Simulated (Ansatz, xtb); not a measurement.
**C5H8FNO: which of two isomers lies lower**

Structure a is `C=C(F)C/N=C(\C)O`, a singlet and structure b is `C=C(F)C/N=C(/C)O`, a singlet. Both are isolated molecules in the gas phase, relaxed with B3LYP-D3(BJ)/def2-SVP, each in the lowest conformer that the search found.

Question: Estimate E(b) − E(a) at the level CCSD(T)/def2-SVP + ΔMP2/def2-TZVPP.

Answer: CCSD(T)/def2-SVP + ΔMP2/def2-TZVPP gives E(b) − E(a) = +0.054 eV, favouring structure a, but this leans on the basis-set step: CCSD(T) alone gives +0.039 eV.

How the difference moves with the method:

```
                             level               geometry  E(b) − E(a) (eV)  departure from the last row (eV)  job, with rough time for the two
             B3LYP-D3(BJ)/def2-SVP  B3LYP-D3(BJ)/def2-SVP              +0.059                            +0.005             optimisation, 2.1 min
                       HF/def2-SVP  B3LYP-D3(BJ)/def2-SVP              +0.108                            +0.054           part of the CCSD(T) run
                      MP2/def2-SVP  B3LYP-D3(BJ)/def2-SVP              +0.044                            −0.010           part of the CCSD(T) run
                  CCSD(T)/def2-SVP  B3LYP-D3(BJ)/def2-SVP              +0.039                            −0.014                      single point
CCSD(T)/def2-SVP + ΔMP2/def2-TZVPP  B3LYP-D3(BJ)/def2-SVP              +0.054                                               single point, 2.9 min
```

As drawn, both hold the same kinds of bond in the same numbers.

The largest departure from CCSD(T)/def2-SVP + ΔMP2/def2-TZVPP is that of HF/def2-SVP, 0.054 eV. Levels run at GFN2-xTB geometries aren't shown. The last row adds to CCSD(T) the change of the MP2 difference between the two basis sets, here +0.014 eV.

With thermal terms from frequencies at re-optimised GFN2-xTB minima (ideal gas, soft modes damped towards free rotors, one conformer each, 298.15 K, 1 atm): the zero-point term adds +0.010 eV; ΔH is +0.062 and ΔG +0.067 eV.

The correlated steps freeze 8 core orbitals. Run with Ansatz 0.2.0, xtb 6.7.1; the last row on 2 threads of Intel(R) Xeon(R) Processor @ 2.70GHz on a shared host.
